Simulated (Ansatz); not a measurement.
The first iterations of a band of C$_{2}$H$_{4}$IN (8 atoms, charge 0, multiplicity 1).

All numbers below come from RKS BHLYP/def2-SVP (Ansatz 0.2.0).

```
movable images  : 5
climbing image  : yes
spring          : 0.5 eV/Å²
optimiser       : quadratic models (default)
start path      : IDPP
force threshold : 0.05 eV/Å
iteration limit : 60
end points      : relaxed
```

First end point:

```xyz
8
Properties=species:S:1:pos:R:3
C -0.286 1.169 -0.128
C -0.169 -0.150 -0.237
N 0.799 -0.948 0.327
I -1.492 -1.228 -1.492
H -1.020 1.730 -0.690
H 0.382 1.716 0.532
H 0.504 -1.864 0.621
H 1.374 -0.482 1.011
```

Last end point:

```xyz
8
Properties=species:S:1:pos:R:3
C -0.147 1.169 -0.288
C -0.241 -0.150 -0.154
N 0.448 -0.948 0.729
I -1.665 -1.227 -1.297
H -0.802 1.729 -0.939
H 0.599 1.715 0.284
H 0.699 -1.864 0.400
H 1.201 -0.482 1.210
```

| iteration | highest image above the first end (eV) | largest band force component (eV/Å) |
| --- | --- | --- |
| 1 | 0.055 | 0.716 |
| 2 | 0.041 | 0.194 |

Question: Does the band converge within its limit, and where does its top end?

Answer: The run converged. It ended after 5 iterations with the highest image 0.039 eV above the first end. Another band between the same ends (5 images) ends at a top of the same energy, where a vibrational analysis finds 1 clearly imaginary mode.

Run time: 110 s on 1 thread of Intel(R) Xeon(R) Platinum 8488C (Sapphire Rapids) (shared host), peak memory 0.2 GiB.
